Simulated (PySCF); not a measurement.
Ligand exchange on a metal centre used in film growth or etching (Hf Cl-H). Gas-phase values, no solvent.

The numbers are results of TPSSh-D3(BJ)/def2-TZVP // r2SCAN-D4/def2-SVP (PySCF), not measurements. All candidates: neutral, multiplicity 1. 

```json
{
 "LUMO": "-2.58 eV",
 "HOMO": "-8.04 eV",
 "HOMO–LUMO gap": "5.46 eV"
}
```

Question: Name which member has these values.
A. [Hf(Cl)2(H)2]
B. [Hf(Cl)4]
C. [Hf(Cl)(H)3]
D. [Hf(Cl)3(H)]

Answer: C, [Hf(Cl)(H)3]. The others give [Hf(Cl)3(H)]: -2.68 eV, -8.62 eV, 5.95 eV; [Hf(Cl)2(H)2]: -2.77 eV, -8.21 eV, 5.45 eV; [Hf(Cl)4]: -2.65 eV, -8.99 eV, 6.34 eV
